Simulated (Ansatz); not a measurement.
Born–Oppenheimer molecular dynamics of C2H13BN2Si (19 atoms, charge 0, multiplicity 1). It starts at the highest image of a converged band. Of that band: Beside the main top the profile has a ripple of under 15 meV (maxima at images 2, 6), which may be a very shallow well or noise. Neighbouring images differ by up to 1.3 eV, so the band resolves the path poorly. A vibrational analysis at the climbing image gives one clearly imaginary mode, 1871i cm⁻¹: a first-order saddle point.

Theory: Ansatz, RHF/def2-SVP.

- ensemble: NVE (velocity Verlet)
- time step: 0.5 fs
- steps asked: 200
- starting velocities drawn for: 300 K
- seed: 3671

First frame:

```xyz
19
Properties=species:S:1:pos:R:3
B -0.048 -0.283 0.313
N -0.629 0.431 1.639
H -1.556 0.814 1.580
H -0.028 1.091 2.099
C 1.434 0.238 -0.065
H 1.899 -0.378 -0.842
H 1.383 1.258 -0.461
H 2.126 0.264 0.785
C -1.129 -0.313 -0.887
H -2.120 -0.658 -0.566
H -1.264 0.684 -1.320
H -0.807 -0.972 -1.700
N -0.042 -1.762 1.114
H -0.804 -2.340 0.798
Si 1.371 -2.711 1.541
H 0.929 -3.938 2.248
H 2.159 -3.120 0.355
H 2.235 -1.921 2.445
H -0.472 -0.838 1.875
```

(1) How far do the bonds stretch over the last three quarters of this one trajectory? (Pairs bonded in most of those frames.)

Answers

(1) 
```json
{"bond": "B1–N2", "mean (Å)": "1.428", "spread (Å)": "0.052", "shortest": "1.34", "longest": "1.52"}
{"bond": "B1–C5", "mean (Å)": "1.606", "spread (Å)": "0.031", "shortest": "1.57", "longest": "1.69"}
{"bond": "B1–C9", "mean (Å)": "1.613", "spread (Å)": "0.031", "shortest": "1.56", "longest": "1.67"}
{"bond": "N2–H3", "mean (Å)": "1.000", "spread (Å)": "0.011", "shortest": "0.98", "longest": "1.02"}
{"bond": "N2–H4", "mean (Å)": "1.001", "spread (Å)": "0.016", "shortest": "0.98", "longest": "1.03"}
{"bond": "C5–H6", "mean (Å)": "1.094", "spread (Å)": "0.007", "shortest": "1.08", "longest": "1.11"}
{"bond": "C5–H7", "mean (Å)": "1.097", "spread (Å)": "0.011", "shortest": "1.08", "longest": "1.11"}
{"bond": "C5–H8", "mean (Å)": "1.097", "spread (Å)": "0.021", "shortest": "1.06", "longest": "1.14"}
{"bond": "C9–H10", "mean (Å)": "1.097", "spread (Å)": "0.021", "shortest": "1.06", "longest": "1.13"}
{"bond": "C9–H11", "mean (Å)": "1.099", "spread (Å)": "0.024", "shortest": "1.06", "longest": "1.14"}
{"bond": "C9–H12", "mean (Å)": "1.094", "spread (Å)": "0.005", "shortest": "1.09", "longest": "1.10"}
{"bond": "N13–H14", "mean (Å)": "1.003", "spread (Å)": "0.018", "shortest": "0.97", "longest": "1.04"}
{"bond": "N13–Si15", "mean (Å)": "1.741", "spread (Å)": "0.050", "shortest": "1.65", "longest": "1.81"}
{"bond": "N13–H19", "mean (Å)": "1.005", "spread (Å)": "0.025", "shortest": "0.97", "longest": "1.05"}
{"bond": "Si15–H16", "mean (Å)": "1.493", "spread (Å)": "0.038", "shortest": "1.44", "longest": "1.56"}
{"bond": "Si15–H17", "mean (Å)": "1.490", "spread (Å)": "0.044", "shortest": "1.42", "longest": "1.56"}
{"bond": "Si15–H18", "mean (Å)": "1.480", "spread (Å)": "0.031", "shortest": "1.43", "longest": "1.53"}
```

Mean temperature of the second half: 689 K. The conserved energy stayed within 0.18 meV per atom of its start (net change 0.059 meV per atom), so the integration is sound. The system heated up, since it started high on the potential surface and ran downhill. A run of 0.1 ps of so small a system gives no equilibrium averages. The orbitals stay closed-shell, which can raise the energy where a bond breaks towards radicals; this wasn't checked here.

Time of the run: 6.3 min on 4 threads of Arm Neoverse V1, with other jobs on the host, peak memory 0.43 GiB.
